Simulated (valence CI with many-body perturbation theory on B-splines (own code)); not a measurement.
**Pt XLVI: electric-dipole lines**

Computed by valence CI with perturbative core correlation (CI+MBPT): five valence electrons over a frozen Dirac-Fock core [Ar] 3d10, a basis of 9 s, 9 p, 8 d, 6 f, 3 g, 1 h functions for each j, with the one-electron correlation potential Σ1 (screened to all orders), the two-electron term Σ2, the three-electron term Σ3, Breit, model QED; selected single and double excitations, second order for the rest (own B-spline code, finite nucleus).

No measured spectrum was set against this ion. As an estimate, large intervals hold to a few tenths of a per cent, small ones and those within an open d or f shell to about a per cent. Among the levels kept, up to 360 cm⁻¹ of a level comes from second order outside the variational space, and about a tenth of that is noise between levels of different J, which matters for small intervals.

Lines 151 to 200 of 215 in falling wavelength, among levels below 453.94 eV, chosen from the strongest by gf and those to the six lowest levels. Wavelengths and rates use the calculated energies. Electric multipoles are in the length gauge, E1 and E2 with the static RPA response of the core. Weak lines are less certain than strong ones. Lines between different terms over intervals too small for the method are left out, as are lines whose strength nearly cancels. The highest levels of a list are the least certain.

Levels are named by their leading jj configuration (3d3/2^4 stands for four electrons in 3d with j = 3/2), which in mixed levels can hold well under half, so a name can repeat and another be missing. Letters in brackets count levels of one name in rising energy.

| λ vac (nm) | Upper | Lower | A (s⁻¹) | log gf | Branch % |
| --- | --- | --- | --- | --- | --- |
| 5.550 | (4s 4p1/2^2 4p3/2 4d5/2) J=5/2 [b] | (4s 4p1/2^2 4p3/2^2) J=5/2 | 7.63e+10 | -0.67 | 7.5 |
| 5.532 | (4s 4p1/2 4p3/2^3) J=3/2 [a] | (4s^2 4p1/2 4p3/2^2) J=1/2 | 3.07e+10 | -1.25 | 4.0 |
| 5.486 | (4s 4p1/2^2 4p3/2 4d3/2) J=5/2 [a] | (4s^2 4p1/2^2 4d3/2) J=3/2 | 1.10e+10 | -1.53 | 20.5 |
| 5.477 | (4s 4p1/2^2 4p3/2 4d3/2) J=3/2 [a] | (4s^2 4p1/2^2 4d3/2) J=3/2 | 1.47e+10 | -1.58 | 18.5 |
| 5.474 | (4s 4p1/2^2 4p3/2 4d3/2) J=1/2 [a] | (4s^2 4p1/2^2 4d3/2) J=3/2 | 9.34e+08 | -3.08 | 2.4 |
| 5.430 | (4s 4p1/2^2 4p3/2 4d5/2) J=5/2 [a] | (4s^2 4p1/2^2 4d5/2) J=5/2 | 1.64e+11 | -0.36 | 46.6 |
| 5.397 | (4s 4p1/2^2 4p3/2^2) J=5/2 | (4s^2 4p1/2^2 4p3/2) J=3/2 | 2.51e+11 | -0.18 | 90.9 |
| 5.354 | (4s 4p1/2 4p3/2^3) J=3/2 [a] | (4s^2 4p1/2 4p3/2^2) J=5/2 | 4.27e+10 | -1.13 | 5.6 |
| 5.303 | (4s 4p1/2^2 4p3/2 4d5/2) J=3/2 [a] | (4s^2 4p1/2^2 4d5/2) J=5/2 | 8.57e+10 | -0.84 | 33.0 |
| 5.267 | (4s 4p1/2^2 4p3/2 4d5/2) J=7/2 [a] | (4s^2 4p1/2^2 4d5/2) J=5/2 | 6.82e+10 | -0.64 | 18.6 |
| 5.222 | (4s 4p1/2 4p3/2^3) J=3/2 [a] | (4s^2 4p1/2 4p3/2^2) J=3/2 | 6.85e+11 | 0.05 | 90.2 |
| 5.167 | (4s 4p1/2 4p3/2^3) J=5/2 | (4s^2 4p1/2 4p3/2^2) J=5/2 | 7.20e+11 | 0.24 | 96.7 |
| 5.164 | (4s 4p1/2^2 4p3/2 4d3/2) J=3/2 [b] | (4s^2 4p1/2^2 4d3/2) J=3/2 | 3.26e+11 | -0.28 | 82.3 |
| 5.101 | (4s 4p1/2^2 4p3/2 4d5/2) J=7/2 [b] | (4s^2 4p1/2^2 4d5/2) J=5/2 | 3.94e+11 | 0.09 | 47.0 |
| 5.091 | (4s 4p1/2 4p3/2^3) J=1/2 | (4s^2 4p1/2 4p3/2^2) J=1/2 | 7.95e+11 | -0.21 | 52.7 |
| 5.072 | (4s 4p1/2 4p3/2^3) J=3/2 [b] | (4s^2 4p1/2 4p3/2^2) J=1/2 | 3.38e+11 | -0.28 | 23.8 |
| 5.067 | (4s 4p1/2^2 4p3/2^2) J=1/2 | (4s^2 4p1/2^2 4p3/2) J=3/2 | 3.65e+11 | -0.55 | 91.6 |
| 5.044 | (4s 4p1/2 4p3/2^3) J=5/2 | (4s^2 4p1/2 4p3/2^2) J=3/2 | 2.29e+09 | -2.28 | 0.3 |
| 5.025 | (4s 4p1/2^2 4p3/2^2) J=3/2 | (4s^2 4p1/2^2 4p3/2) J=3/2 | 7.14e+11 | 0.03 | 93.0 |
| 4.990 | (4s 4p1/2^2 4p3/2 4d3/2) J=1/2 [b] | (4s^2 4p1/2^2 4d3/2) J=3/2 | 6.41e+11 | -0.32 | 88.9 |
| 4.969 | (4s 4p1/2^2 4p3/2 4d5/2) J=3/2 [b] | (4s^2 4p1/2^2 4d5/2) J=5/2 | 3.96e+11 | -0.23 | 48.2 |
| 4.940 | (4s 4p1/2^2 4p3/2 4d3/2) J=5/2 [b] | (4s^2 4p1/2^2 4d3/2) J=3/2 | 1.02e+12 | 0.35 | 94.8 |
| 4.923 | (4s 4p1/2 4p3/2^3) J=3/2 [b] | (4s^2 4p1/2 4p3/2^2) J=5/2 | 1.04e+12 | 0.18 | 73.4 |
| 4.919 | (4s 4p1/2^2 4p3/2 4d5/2) J=5/2 [b] | (4s^2 4p1/2^2 4d5/2) J=5/2 | 3.37e+11 | -0.13 | 33.2 |
| 4.827 | (4s 4p1/2 4p3/2^3) J=1/2 | (4s^2 4p1/2 4p3/2^2) J=3/2 | 6.74e+11 | -0.33 | 44.7 |
| 4.811 | (4s 4p1/2 4p3/2^3) J=3/2 [b] | (4s^2 4p1/2 4p3/2^2) J=3/2 | 1.45e+10 | -1.70 | 1.0 |
| 4.749 | (4s 4p1/2^2 4p3/2 4d5/2) J=5/2 [a] | (4s^2 4p1/2^2 4d3/2) J=3/2 | 6.78e+08 | -2.86 | 0.2 |
| 4.652 | (4s 4p1/2^2 4p3/2 4d5/2) J=3/2 [a] | (4s^2 4p1/2^2 4d3/2) J=3/2 | 1.84e+10 | -1.62 | 7.1 |
| 4.438 | (4s 4p1/2^2 4p3/2 4d5/2) J=1/2 | (4s^2 4p1/2^2 4d3/2) J=3/2 | 9.86e+09 | -2.23 | 2.3 |
| 4.393 | (4s 4p1/2^2 4p3/2 4d5/2) J=3/2 [b] | (4s^2 4p1/2^2 4d3/2) J=3/2 | 2.55e+07 | -4.53 | 0.0 |
| 4.353 | (4s 4p1/2^2 4p3/2 4d5/2) J=5/2 [b] | (4s^2 4p1/2^2 4d3/2) J=3/2 | 8.82e+08 | -2.82 | 0.1 |
| 4.315 | (4s^2 4p1/2 4p3/2 4d3/2) J=5/2 [a] | (4s^2 4p1/2^2 4p3/2) J=3/2 | 2.94e+09 | -2.31 | 23.1 |
| 4.307 | (4s^2 4p1/2 4p3/2 4d3/2) J=3/2 [a] | (4s^2 4p1/2^2 4p3/2) J=3/2 | 7.21e+10 | -1.10 | 78.1 |
| 4.303 | (4s^2 4p1/2 4p3/2 4d3/2) J=1/2 [a] | (4s^2 4p1/2^2 4p3/2) J=3/2 | 3.34e+09 | -2.73 | 24.5 |
| 4.203 | (4s^2 4p3/2^2 4d3/2) J=3/2 [a] | (4s^2 4p1/2 4p3/2^2) J=1/2 | 1.42e+11 | -0.82 | 6.6 |
| 4.190 | (4s^2 4p3/2^2 4d3/2) J=1/2 | (4s^2 4p1/2 4p3/2^2) J=1/2 | 2.92e+10 | -1.81 | 1.5 |
| 4.099 | (4s^2 4p3/2^2 4d3/2) J=3/2 [a] | (4s^2 4p1/2 4p3/2^2) J=5/2 | 5.21e+11 | -0.28 | 24.1 |
| 4.088 | (4s^2 4p3/2^2 4d3/2) J=5/2 | (4s^2 4p1/2 4p3/2^2) J=5/2 | 1.05e+12 | 0.20 | 58.5 |
| 4.061 | (4s^2 4p3/2^2 4d3/2) J=7/2 | (4s^2 4p1/2 4p3/2^2) J=5/2 | 1.65e+12 | 0.51 | 100.0 |
| 4.040 | (4s^2 4p3/2^2 4d3/2) J=3/2 [b] | (4s^2 4p1/2 4p3/2^2) J=1/2 | 1.67e+12 | 0.21 | 97.8 |
| 4.021 | (4s^2 4p3/2^2 4d3/2) J=3/2 [a] | (4s^2 4p1/2 4p3/2^2) J=3/2 | 1.50e+12 | 0.16 | 69.3 |
| 4.012 | (4s^2 4p1/2 4p3/2 4d3/2) J=5/2 [b] | (4s^2 4p1/2^2 4p3/2) J=3/2 | 2.10e+12 | 0.48 | 99.7 |
| 4.010 | (4s^2 4p3/2^2 4d3/2) J=5/2 | (4s^2 4p1/2 4p3/2^2) J=3/2 | 7.46e+11 | 0.03 | 41.5 |
| 4.010 | (4s^2 4p3/2^2 4d3/2) J=1/2 | (4s^2 4p1/2 4p3/2^2) J=3/2 | 1.94e+12 | -0.03 | 98.2 |
| 3.992 | (4s^2 4p1/2 4p3/2 4d3/2) J=3/2 [b] | (4s^2 4p1/2^2 4p3/2) J=3/2 | 2.72e+12 | 0.41 | 99.9 |
| 3.979 | (4s^2 4p1/2 4p3/2 4d3/2) J=1/2 [b] | (4s^2 4p1/2^2 4p3/2) J=3/2 | 2.23e+12 | 0.03 | 99.4 |
| 3.961 | (4s^2 4p3/2^2 4d5/2) J=1/2 | (4s^2 4p1/2 4p3/2^2) J=1/2 | 1.89e+08 | -4.05 | 0.3 |
| 3.944 | (4s^2 4p3/2^2 4d3/2) J=3/2 [b] | (4s^2 4p1/2 4p3/2^2) J=5/2 | 1.70e+09 | -2.80 | 0.1 |
| 3.915 | (4s^2 4p3/2^2 4d5/2) J=7/2 | (4s^2 4p1/2 4p3/2^2) J=5/2 | 3.09e+10 | -1.25 | 99.9 |
| 3.894 | (4s^2 4p1/2 4p3/2 4d5/2) J=3/2 [a] | (4s^2 4p1/2^2 4p3/2) J=3/2 | 3.63e+09 | -2.48 | 3.1 |
